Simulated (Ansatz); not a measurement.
Gas-phase electronic energies from Ansatz, PBE0-D4/def2-TZVP geometries. CCSD(T)/CBS is the MP2 limit (def2-TZVPP, def2-QZVPP) plus CCSD(T) − MP2 in def2-TZVPP, frozen cores. This one scheme is used for every species. Functionals use def2-TZVPP. HSE06 is defined as in plane-wave codes. One conformer a species, not always the lowest.

Reaction (hydrogenolysis of a B–O bond): `CBBO` + H₂ → `BBC` + H₂O

`CBBO`:

Z-matrix (Å, degrees):
```
C
B 1 1.560
H 1 1.093 2 113.8
H 1 1.091 2 116.4 3 129.2
H 1 1.104 2 104.2 3 -113.5
B 2 1.681 1 124.7 3 -142.2
H 2 1.206 1 116.4 3 36.6
O 6 1.360 2 128.5 1 -89.5
H 6 1.210 2 117.9 1 90.6
H 8 0.960 6 114.1 2 -0.3
```

H₂:

Cartesian coordinates in Å:
```
H 0.312 -0.119 0.166
H -0.312 0.119 -0.166
```

`BBC`:

```xyz
9

B     1.551   -0.041    0.450
B     0.062    0.522    0.061
C    -1.184   -0.298   -0.411
H     1.838   -0.384    1.565
H     2.440   -0.098   -0.355
H    -0.099    1.715    0.182
H    -1.011   -1.348   -0.646
H    -1.913   -0.254    0.411
H    -1.684    0.185   -1.256
```

H₂O:

Cartesian coordinates in Å:
```
O -0.276 -0.145 0.233
H 0.450 -0.620 -0.177
H -0.174 0.765 -0.055
```

CCSD(T)/CBS gives +99.9 kJ/mol.

Another level gave +88.1 kJ/mol. Which?
A. HF/def2-TZVPP
B. LDA (SPW92)/def2-TZVPP
C. r2SCANh-D4/def2-TZVPP
D. HSE06/def2-TZVPP

A. HF/def2-TZVPP 88.1, r2SCANh-D4 104.0, HSE06 98.9, LDA (SPW92) 112.0 kJ/mol.

Largest T1 diagnostic among the species: 0.013.

Leaving LDA and LC-ωPBE aside and taking each functional with its dispersion term where it has one, the values, not all of them listed here, spread over 8.0 kJ/mol, from BHLYP-D4 to BLYP-D4. LDA lies +8.8 kJ/mol from PBE without D4. From r2SCAN to r2SCAN0 (25 % exact exchange), in def2-TZVPP and without D4, ΔE moves by −3.5 kJ/mol. At CCSD(T), def2-SVP lies +23.8 kJ/mol from the extrapolated value and def2-TZVPP +3.2 kJ/mol.
